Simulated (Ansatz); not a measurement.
Reaction: AgI (SMILES [Ag][I]) → AgI+ (parent SMILES [Ag][I], doublet) + e-
Each species at its own B3LYP-D3(BJ)/def2-TZVP minimum (Ansatz, a program for electronic structure).

Wanted: adiabatic ionisation energy (electronic), in eV. UHF or UKS for unpaired electrons; spin-orbit terms are left out. Cores are frozen in correlated methods (noble-gas shells, and filled d and f shells in the p block). Past Kr the def2 sets carry scalar-relativistic core potentials. CBS(X,Y): correlation extrapolated as X^-3, Hartree-Fock from the larger set. A bracket is a step between two methods taken in the basis named. Spin-orbit terms, left out, reach several kcal/mol for Br and I, and more for heavier atoms. The spin of AgI+ (parent SMILES [Ag][I], doublet) was assumed, and the state is the lowest solution found for it.

CCSD(T)/CBS(def2-TZVPP,def2-QZVPP) + [CCSDT(Q) - CCSD(T)]/def2-TZVPP (Ansatz) gives 9.00 eV.

### Question
What does PBE/def2-TZVPD (Ansatz) give here, and how do the other levels compare?

### Answer
PBE gives 9.01 eV, 0.01 eV above it. Differences of the others: r2SCAN/def2-TZVPD (Ansatz) -0.02; PBE0/def2-TZVPD (Ansatz) -0.09; wB97M-V/def2-TZVPD (Ansatz) -0.23; B2PLYP/def2-TZVPD (Ansatz) -0.17; CCSD(T)/CBS(def2-TZVPP,def2-QZVPP) (Ansatz) 0.00 eV.
